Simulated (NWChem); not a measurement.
All runs are NWChem calculations. System: BeO, charge 0, spin multiplicity 1, at a geometry optimised with PBE/def2-SVP. The structure started from a generated list of species. Level: constrained B3LYP/def2-SVP, VWN1-RPA local correlation.

Job file:

```
start mol
memory heap 200 mb stack 900 mb global 1100 mb
geometry units angstroms nocenter noautoz noautosym
  Be     0.000000     0.000000     0.906253
  O      0.000000     0.000000    -0.453126
end
basis spherical
  * library def2-svp
end
dft
  xc b3lyp
  semidirect memsize 60000000 filesize 0
  iterations 100
  convergence nolevelshifting
  cdft 1 1 charge 0.6 pop becke
end
task dft energy
```

NWChem printed:

```
             Northwest Computational Chemistry Package (NWChem) 7.3.0
             --------------------------------------------------------

                                NWChem Input Module
                                -------------------

 Scaling coordinates for geometry "geometry" by  1.889725989
 (inverse scale =  0.529177249)

                             Geometry "geometry" -> ""
                             -------------------------

 Output coordinates in angstroms (scale by  1.889725989 to convert to a.u.)

  No.       Tag          Charge          X              Y              Z
 ---- ---------------- ---------- -------------- -------------- --------------
    1 Be                   4.0000     0.00000000     0.00000000     0.90625300
    2 O                    8.0000     0.00000000     0.00000000    -0.45312600

 Effective nuclear repulsion energy (a.u.)      12.4569174366

            Nuclear Dipole moment (a.u.)
            ----------------------------
        X                 Y               Z
 ---------------- ---------------- ----------------
     0.0000000000     0.0000000000     0.0000075589


 Summary of "ao basis" -> "" (spherical)
 ------------------------------------------------------------------------------
       Tag                 Description            Shells   Functions and Types
 ---------------- ------------------------------  ------  ---------------------
 *                          def2-svp                  on all atoms

                                 NWChem DFT Module
                                 -----------------

 Summary of "ao basis" -> "ao basis" (spherical)
 ------------------------------------------------------------------------------
       Tag                 Description            Shells   Functions and Types
 ---------------- ------------------------------  ------  ---------------------
 Be                         def2-svp                 5        9   3s2p
 O                          def2-svp                 6       14   3s2p1d

 Summary of "ao basis" -> "ao basis" (spherical)
 ------------------------------------------------------------------------------
       Tag                 Description            Shells   Functions and Types
 ---------------- ------------------------------  ------  ---------------------
 Be                         def2-svp                 5        9   3s2p
 O                          def2-svp                 6       14   3s2p1d

            General Information
            -------------------
          SCF calculation type: DFT
          Wavefunction type:  closed shell.
          No. of atoms     :     2
          No. of electrons :    12
           Alpha electrons :     6
            Beta electrons :     6
          Charge           :     0
          Spin multiplicity:     1
          Use of symmetry is: off; symmetry adaption is: off
          Maximum number of iterations: 100
          AO basis - number of functions:    23
                     number of shells:    11
          Convergence on energy requested:  1.00D-06
          Convergence on density requested:  1.00D-05
          Convergence on gradient requested:  5.00D-04

              XC Information
              --------------
                         B3LYP Method XC Potential
                     Hartree-Fock (Exact) Exchange  0.200
                        Slater Exchange Functional  0.800 local
                    Becke 1988 Exchange Functional  0.720 non-local
              Lee-Yang-Parr Correlation Functional  0.810
                  VWN I RPA Correlation Functional  0.190 local

             Grid Information
             ----------------
          Grid used for XC integration:  medium
          Radial quadrature: Mura-Knowles
          Angular quadrature: Lebedev.
          Tag              B.-S. Rad. Rad. Pts. Rad. Cut. Ang. Pts.
          ---              ---------- --------- --------- ---------
          Be                  1.05       49           7.0       434
          O                   0.60       49           6.0       434
          Grid pruning is: on
          Number of quadrature shells:    98
          Spatial weights used:  Erf1

          Convergence Information
          -----------------------
          Convergence aids based upon iterative change in
          total energy or number of iterations.
          Levelshifting, if invoked, occurs when the
          HOMO/LUMO gap drops below (HL_TOL):  1.00D-02
          DIIS, if invoked, will attempt to extrapolate
          using up to (NFOCK): 10 stored Fock matrices.

                    Damping( 0%)  Levelshifting(0.0)       DIIS
                  --------------- ------------------- ---------------
          dE  on:    start             N/A                start
          dE off:    2 iters           N/A              100 iters

      Screening Tolerance Information
      -------------------------------
          Density screening/tol_rho:  1.00D-10
          AO Gaussian exp screening on grid/accAOfunc:  14
          CD Gaussian exp screening on grid/accCDfunc:  20
          XC Gaussian exp screening on grid/accXCfunc:  20
          Schwarz screening/accCoul:  1.00D-08

      Superposition of Atomic Density Guess
      -------------------------------------

 Sum of atomic energies:         -89.24488074

      Non-variational initial energy
      ------------------------------

 Total energy =     -89.237354
 1-e energy   =    -146.269662
 2-e energy   =      44.575391
 HOMO         =      -0.489562
 LUMO         =      -0.183140

------------------------------------------------------------
EAF file 0: "./mol.aoints.0" size=524288 bytes
------------------------------------------------------------
               write      read    awrite     aread      wait
               -----      ----    ------     -----      ----
     calls:        1         0         0         0         0
   data(b): 5.24e+05  0.00e+00  0.00e+00  0.00e+00
   time(s): 0.00e+00  0.00e+00  0.00e+00  0.00e+00  0.00e+00
rate(mb/s): 0.00e+00  0.00e+00
------------------------------------------------------------

   convergence    iter        energy       DeltaE   RMS-Dens  Diis-err    time
 ---------------- ----- ----------------- --------- --------- ---------  ------
 d= 0,ls=0.0,diis     1    -89.5912793483 -1.02D+02  5.69D-02  1.37D+00     0.2
 CDFT multipliers:
      1        0.4127784034
      iter =    9
 d= 0,ls=0.0,diis     2    -89.6451829857 -5.39D-02  2.91D-02  2.78D+00     0.2
 CDFT multipliers:
      1        0.1518362683
      iter =    6
 d= 0,ls=0.0,diis     3    -89.8148302108 -1.70D-01  4.88D-03  1.68D-01     0.2
 CDFT multipliers:
      1        0.0810664730
      iter =    6
 d= 0,ls=0.0,diis     4    -89.8199391465 -5.11D-03  3.33D-03  4.43D-02     0.3
 CDFT multipliers:
      1        0.0317834435
      iter =    5
 d= 0,ls=0.0,diis     5    -89.8220388200 -2.10D-03  7.49D-04  1.60D-03     0.3
 CDFT multipliers:
      1        0.0204820433
      iter =    5
  Resetting Diis
 d= 0,ls=0.0,diis     6    -89.8221145555 -7.57D-05  5.63D-05  3.37D-06     0.3
 CDFT multipliers:
      1        0.0196771123
      iter =    2
 d= 0,ls=0.0,diis     7    -89.8221147371 -1.82D-07  1.27D-05  4.04D-08     0.4
 CDFT multipliers:
      1        0.0000697283
      iter =    2
 d= 0,ls=0.0,diis     8    -89.8221147440 -6.84D-09  2.76D-08  1.11D-03     0.4
 CDFT multipliers:
      1        0.0197470773
      iter =    2
 d= 0,ls=0.0,diis     9    -89.8221147425  1.45D-09  3.73D-06  2.30D-08     0.4
  CDFT final multipliers
      1        0.0197165150

         Total DFT energy =      -89.822114744300
      One electron energy =     -148.336234104750
           Coulomb energy =       57.481631620191
    Exchange-Corr. energy =      -11.424429696299
 Nuclear repulsion energy =       12.456917436558

 Numeric. integr. density =       12.000000471351

     Total iterative time =      0.3s

                       DFT Final Molecular Orbital Analysis
                       ------------------------------------

 Vector    4  Occ=2.000000D+00  E=-2.870310D-01
              MO Center= -6.7D-12, -3.2D-11, -4.3D-01, r^2= 8.9D-01
   Bfn.  Coefficient  Atom+Function         Bfn.  Coefficient  Atom+Function
  ----- ------------  ---------------      ----- ------------  ---------------
    15      0.581095  2 O  pz                 2      0.405331  1 Be s
    18      0.321837  2 O  pz                12     -0.290817  2 O  s
     6      0.224158  1 Be pz                 1     -0.171808  1 Be s
    11     -0.136044  2 O  s                  9      0.119342  1 Be pz
    10     -0.071775  2 O  s                  3     -0.057487  1 Be s

 Vector    5  Occ=2.000000D+00  E=-2.527927D-01
              MO Center= -2.1D-11, -2.2D-11, -1.8D-01, r^2= 1.1D+00
   Bfn.  Coefficient  Atom+Function         Bfn.  Coefficient  Atom+Function
  ----- ------------  ---------------      ----- ------------  ---------------
    13      0.400586  2 O  px                14      0.387978  2 O  py
    16      0.282179  2 O  px                17      0.273297  2 O  py
     4     -0.206114  1 Be px                 5     -0.199627  1 Be py
     7      0.085507  1 Be px                 8      0.082816  1 Be py

 Vector    6  Occ=2.000000D+00  E=-2.527927D-01
              MO Center= -1.7D-10,  1.7D-10, -1.8D-01, r^2= 1.1D+00
   Bfn.  Coefficient  Atom+Function         Bfn.  Coefficient  Atom+Function
  ----- ------------  ---------------      ----- ------------  ---------------
    14     -0.400586  2 O  py                13      0.387978  2 O  px
    17     -0.282179  2 O  py                16      0.273297  2 O  px
     5      0.206114  1 Be py                 4     -0.199627  1 Be px
     8     -0.085507  1 Be py                 7      0.082816  1 Be px

 Vector    7  Occ=0.000000D+00  E=-1.462865D-01
              MO Center=  3.4D-10, -7.7D-10,  1.6D+00, r^2= 2.2D+00
   Bfn.  Coefficient  Atom+Function         Bfn.  Coefficient  Atom+Function
  ----- ------------  ---------------      ----- ------------  ---------------
     6     -0.444869  1 Be pz                 3      0.442509  1 Be s
     2      0.408740  1 Be s                  9      0.182062  1 Be pz
     1     -0.177082  1 Be s                 15     -0.165788  2 O  pz
    18     -0.065656  2 O  pz                12      0.063911  2 O  s
    11     -0.051496  2 O  s

 Vector    8  Occ=0.000000D+00  E= 2.680208D-02
              MO Center= -4.6D-10,  8.7D-11,  8.0D-01, r^2= 3.9D+00
   Bfn.  Coefficient  Atom+Function         Bfn.  Coefficient  Atom+Function
  ----- ------------  ---------------      ----- ------------  ---------------
     7      0.698871  1 Be px                 4     -0.405016  1 Be px
    16     -0.380288  2 O  px                13     -0.319142  2 O  px
     8     -0.132501  1 Be py                 5      0.076788  1 Be py
    17      0.072100  2 O  py                14      0.060507  2 O  py

 Vector    9  Occ=0.000000D+00  E= 2.680208D-02
              MO Center=  4.5D-10,  2.4D-09,  8.0D-01, r^2= 3.9D+00
   Bfn.  Coefficient  Atom+Function         Bfn.  Coefficient  Atom+Function
  ----- ------------  ---------------      ----- ------------  ---------------
     8      0.698871  1 Be py                 5     -0.405016  1 Be py
    17     -0.380288  2 O  py                14     -0.319142  2 O  py
     7      0.132501  1 Be px                 4     -0.076788  1 Be px
    16     -0.072100  2 O  px                13     -0.060507  2 O  px

     ---------------------------------------------
      Total Density - Mulliken Population Analysis
     ---------------------------------------------

    Atom       Charge   Shell Charges
 -----------   ------   -------------------------------------------------------
    1 Be   4     3.50   1.99  0.39 -0.03  0.88  0.27
    2 O    8     8.50   1.99  1.11  0.76  2.77  1.86  0.01

     -------------------------------------------
      Total Density - Lowdin Population Analysis
     -------------------------------------------

    Atom       Charge   Shell Charges
 -----------   ------   -------------------------------------------------------
    1 Be   4     3.56   1.95  0.29  0.06  0.86  0.39
    2 O    8     8.44   1.98  0.98  0.72  2.63  2.12  0.01

 center of mass
 --------------
 x =   0.00000000 y =   0.00000000 z =   0.06949239

 moments of inertia (a.u.)
 ------------------
          38.038841837114           0.000000000000           0.000000000000
           0.000000000000          38.038841837114           0.000000000000
           0.000000000000           0.000000000000           0.000000000000

     Multipole analysis of the density
     ---------------------------------

     L   x y z        total         alpha         beta         nuclear
     -   - - -        -----         -----         ----         -------
     0   0 0 0     -0.000000     -6.000000     -6.000000     12.000000

     1   1 0 0      0.000000      0.000000      0.000000      0.000000
     1   0 1 0     -0.000000     -0.000000     -0.000000      0.000000
     1   0 0 1      2.412024      1.206008      1.206008      0.000008

     2   2 0 0     -7.827705     -3.913852     -3.913852      0.000000
     2   1 1 0      0.000000      0.000000      0.000000      0.000000
     2   1 0 1      0.000000      0.000000      0.000000      0.000000
     2   0 2 0     -7.827705     -3.913852     -3.913852      0.000000
     2   0 1 1     -0.000000     -0.000000     -0.000000      0.000000
     2   0 0 2     -3.152337    -10.374848    -10.374848     17.597360

 Task  times  cpu:        0.4s     wall:        0.4s

 Total times  cpu:        0.4s     wall:        0.4s
```
